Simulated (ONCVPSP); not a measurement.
u(r) = r·R(r): atom against pseudo-atom (Fe)

Columns: radius, all-electron u(r) and pseudo u(r) of the 3s shell (level -102.32 eV) of iron in the configuration [Ne] 3s2 3p6 3d6 4s1; BLYP, scalar-relativistic, ONCV scheme, ONCVPSP 4.0.1.

| r (bohr) | all-electron | pseudo |
| --- | --- | --- |
| 0.090 | -0.1510 | 0.2477 |
| 0.180 | -0.6582 | 0.4814 |
| 0.270 | -0.3604 | 0.6888 |
| 0.360 | 0.2107 | 0.8597 |
| 0.450 | 0.7163 | 0.9872 |
| 0.540 | 1.0476 | 1.0681 |
| 0.630 | 1.2082 | 1.1032 |
| 0.720 | 1.2384 | 1.0961 |
| 0.810 | 1.1837 | 1.0531 |
| 0.900 | 1.0818 | 0.9824 |
| 0.990 | 0.9584 | 0.8927 |
| 1.080 | 0.8305 | 0.7923 |
| 1.170 | 0.7080 | 0.6889 |
| 1.260 | 0.5961 | 0.5882 |
| 1.350 | 0.4970 | 0.4946 |
| 1.440 | 0.4113 | 0.4108 |
| 1.530 | 0.3382 | 0.3381 |
| 1.620 | 0.2767 | 0.2767 |
| 1.710 | 0.2254 | 0.2254 |
| 1.800 | 0.1830 | 0.1830 |
| 1.890 | 0.1481 | 0.1481 |
| 1.980 | 0.1196 | 0.1196 |
| 2.070 | 0.0963 | 0.0963 |
| 2.160 | 0.0774 | 0.0774 |
| 2.250 | 0.0621 | 0.0621 |
| 2.340 | 0.0498 | 0.0498 |

**Question.** How many radial nodes do the two functions have?

**Answer.** The all-electron 3s function has n − l − 1 = 2 (the table is too coarse to show those close to the nucleus); the pseudo-wave has 0, since the states of the same l below it are removed with the core.

**Question.** At about which radius was the pseudo-wave matched?

**Answer.** 1.60 bohr, where the columns begin to agree (steps of 0.09 bohr).

**Question.** Is the pseudo-wave norm-conserving?

**Answer.** Yes: the ONCV scheme keeps the norm inside the radius equal to the all-electron one, which fixes the energy derivative of the logarithmic derivative at the level.
